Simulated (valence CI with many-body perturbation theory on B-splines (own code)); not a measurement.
Values are calculated unless marked as measured or tabulated.
Hyperfine factors and g values of Pb⁴⁸⁺

Method: valence CI with perturbative core correlation (CI+MBPT): six valence electrons over a frozen Dirac-Fock core [Ar] 3d10, a basis of 9 s, 9 p, 8 d, 6 f, 3 g, 1 h functions for each j, with the one-electron correlation potential Σ1, the two-electron term Σ2, the three-electron term Σ3, Breit, model QED; selected CI, second order for the rest, scaled by the run's own slope (own B-spline code, finite nucleus).

The last digits are not significant, and no measured levels were compared; by estimate large intervals hold to a few tenths of a per cent, small ones and those within an open d or f shell to about a per cent. Among the levels kept, up to 630 cm⁻¹ of a level comes from second order outside the variational space, and about a tenth of that is noise between levels of different J, which matters for small intervals.

A/g_I is the dipole constant over the nuclear g factor μ/I (μ in nuclear magnetons, uniformly magnetised nucleus), B/Q the quadrupole constant per barn. Both hold the static response of the core; the bare values leave it out. Large factors of s and p1/2 electrons are usually good to 5 to 10 %; those of open d and f shells near neutrality can be off by tens of per cent, and small factors of p3/2, d and f electrons come from cancelling terms and can be off by a factor of two or in sign, in half-filled shells by more. B is blank for J = 1/2, where it vanishes, and for nearly pure S terms. Energies count from the lowest level. Levels with J = 0 are left out.

Levels are named by their leading jj configuration (3d3/2^4 stands for four electrons in 3d with j = 3/2), which in mixed levels can hold well under half, so a name can repeat and another be missing. Letters in brackets count levels of one name in rising energy.

```tsv
Level	E (× 10³ cm⁻¹)	g	A/g_I (MHz)	A/g_I bare	B/Q (MHz/b)	B/Q bare
(4s^2 4p1/2^2 4p3/2^2) J=2	0.00	1.338	84500	81300	14300	13900
(4s^2 4p1/2 4p3/2^3) J=1	1302.2	1.496	-113000	-111000	-87500	-85000
(4s^2 4p1/2 4p3/2^3) J=2	1343.5	1.150	284000	276000	-190000	-184000
(4s^2 4p1/2^2 4p3/2 4d3/2) J=2	1470.3	1.047	64600	63000	-2780	-2660
(4s^2 4p1/2^2 4p3/2 4d3/2) J=1	1502.2	1.121	56200	55000	-76900	-74900
(4s^2 4p1/2^2 4p3/2 4d3/2) J=3	1507.7	1.100	62300	60900	182000	177000
(4s^2 4p1/2^2 4p3/2 4d5/2) J=4	1764.2	1.258	41100	40200	188000	183000
(4s^2 4p1/2^2 4p3/2 4d5/2) J=2	1791.0	1.252	43600	43100	-114000	-110000
(4s^2 4p1/2^2 4p3/2 4d5/2) J=3	1894.4	1.198	37100	36400	2040	2380
(4s^2 4p1/2^2 4p3/2 4d5/2) J=1	1929.8	1.054	-39500	-36400	22800	22300
(4s 4p1/2^2 4p3/2^3) J=2	2310.3	1.477	663000	643000	-170000	-165000
(4s 4p1/2^2 4p3/2^3) J=1	2424.0	1.174	-476000	-463000	-61700	-59900
(4s^2 4p1/2 4p3/2^2 4d3/2) J=2 [a]	2730.7	1.033	154000	149000	-91000	-88400
(4s^2 4p1/2 4p3/2^2 4d3/2) J=1 [a]	2730.8	0.996	135000	131000	-24700	-24200
(4s^2 4p1/2 4p3/2^2 4d3/2) J=3 [a]	2766.6	1.083	151000	147000	-4150	-3850
(4s^2 4p1/2 4p3/2^2 4d3/2) J=4	2804.4	1.052	168000	164000	29100	28800
(4s^2 4p1/2 4p3/2^2 4d3/2) J=2 [b]	2856.3	0.817	228000	223000	98200	95900
(4s^2 4p1/2 4p3/2^2 4d3/2) J=3 [b]	2936.9	1.205	16600	16300	24100	23600
(4s^2 4p1/2 4p3/2^2 4d3/2) J=2 [c]	2947.1	1.266	109000	105000	2410	2030
(4s^2 4p1/2 4p3/2^2 4d3/2) J=1 [b]	2957.6	1.515	201000	194000	14600	14200
(4s^2 4p1/2^2 4d3/2^2) J=2	2968.2	0.760	41800	42000	1560	1520
(4s^2 4p1/2 4p3/2^2 4d5/2) J=3 [a]	3010.7	1.292	-57700	-55900	21200	20900
(4s^2 4p1/2 4p3/2^2 4d5/2) J=4 [a]	3012.2	1.300	-29800	-28800	64200	62800
(4s^2 4p1/2 4p3/2^2 4d3/2) J=1 [c]	3027.4	0.879	-170000	-163000	5570	5700
(4s^2 4p1/2 4p3/2^2 4d5/2) J=4 [b]	3066.4	1.179	144000	140000	2730	2890
(4s^2 4p1/2 4p3/2^2 4d5/2) J=1 [a]	3076.5	0.956	426000	416000	5090	4980
(4s^2 4p1/2 4p3/2^2 4d5/2) J=5	3081.6	1.194	130000	127000	36100	35500
(4s^2 4p1/2 4p3/2^2 4d5/2) J=2 [a]	3154.6	1.281	-115000	-111000	158000	154000
(4s^2 4p1/2 4p3/2^2 4d5/2) J=3 [b]	3185.8	1.120	164000	160000	186000	181000
(4s^2 4p1/2 4p3/2^2 4d5/2) J=2 [b]	3221.9	1.088	147000	143000	19600	19200
(4s^2 4p1/2 4p3/2^2 4d5/2) J=1 [b]	3233.2	1.296	-166000	-160000	-1370	-1370
(4s^2 4p1/2 4p3/2^2 4d5/2) J=3 [c]	3266.6	1.084	175000	170000	-149000	-144000
(4s^2 4p1/2 4p3/2^2 4d5/2) J=2 [c]	3282.6	1.241	361	577	-144000	-140000
(4s^2 4p1/2^2 4d3/2 4d5/2) J=3	3283.6	1.081	29100	29200	5470	5400
```

Task: Take the isotope of mass number 207, with I = 1/2, μ = 0.5906 μN. What is the hyperfine structure of (4s^2 4p1/2^2 4p3/2 4d3/2) J=1?

Result: From the table A = 66400 MHz. Shifts from the centre of gravity in MHz: F = 1/2: -66400, F = 3/2: 33200.
